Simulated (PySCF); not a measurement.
In(NHMe)(OH)2 (CH₆InNO₂), SMILES [OH][In]([OH])[NH]C. Atoms are numbered in the order given.

```xyz
11

In    -0.0541     0.0009     0.2983
N      0.8064    -0.6881    -1.4096
C      0.4329    -0.2161    -2.7335
H      1.0783    -1.6680    -1.4044
H     -0.4274    -0.7479    -3.1879
H      1.2817    -0.3070    -3.4372
H      0.1667     0.8519    -2.6952
O     -1.0585     1.7349     0.2551
H     -1.3360     1.9873     1.1472
O      0.1727    -0.7929     2.1335
H      0.7323    -1.5819     2.1200
```

The structure is a stationary point at B3LYP-D3(BJ)/def2-SVP. The structure was generated by enumeration; whether it is a known compound was not checked. The def2 effective core potentials stand for the cores of In; spin–orbit coupling is left out. Other conformers were not sampled.

The numbers are results of B3LYP-D3(BJ)/def2-SVP (PySCF), not measurements.

Frequencies are harmonic and unscaled.

```
mode  ν (cm⁻¹)  IR (km/mol)  Raman (Å⁴/amu)  depolarisation  moving atoms (share of kinetic energy)
----  --------  -----------  --------------  --------------  --------------------------------------
1           70          3.3             1.7            0.75         O 45 %, C 24 %, H 17 %, In 12 %
2           79          1.9             0.3            0.72          H 34 %, O 23 %, C 20 %, N 16 %
3          115          3.5             0.5            0.75                          H 61 %, O 27 %
4          128         27.0             2.4            0.64                 O 59 %, H 24 %, In 14 %
5          139         29.0             1.2            0.24         N 33 %, O 31 %, In 19 %, H 15 %
6          207         79.0             0.7            0.75                                  H 90 %
7          246         17.4             3.2            0.34          C 32 %, H 29 %, N 27 %, In 9 %
8          274         80.9             1.0            0.74                                  H 92 %
9          427         77.5            21.3            0.22                          H 64 %, N 24 %
10         565         17.8            28.1            0.10                  O 40 %, N 30 %, H 28 %
11         598         67.8             4.1            0.36         O 52 %, N 18 %, In 15 %, H 13 %
12         605         77.5             6.4            0.53                         O 80 %, In 16 %
13         804         64.6             1.1            0.62                                  H 94 %
14         833         89.9             2.4            0.73                                  H 93 %
15        1079          1.3             2.7            0.68                          H 81 %, C 14 %
16        1115         85.2            12.7            0.37                  N 42 %, C 35 %, H 23 %
17        1128         17.1             2.5            0.39                   H 70 %, C 21 %, N 9 %
18        1364          7.3             4.0            0.14                  H 74 %, N 15 %, C 10 %
19        1449         22.3            16.6            0.63                          H 88 %, C 11 %
20        1466         16.9            21.4            0.69                                  H 94 %
21        1492          5.1            26.1            0.67                                  H 97 %
22        2965        118.9           217.3            0.10                                  H 96 %
23        3023         46.0           222.6            0.54                           H 91 %, C 9 %
24        3099         14.9            61.5            0.73                           H 91 %, C 9 %
25        3566          6.7           129.3            0.23                                  H 93 %
26        3821         51.3           141.7            0.30                                  H 94 %
27        3823         35.6           151.7            0.24                                  H 94 %
```
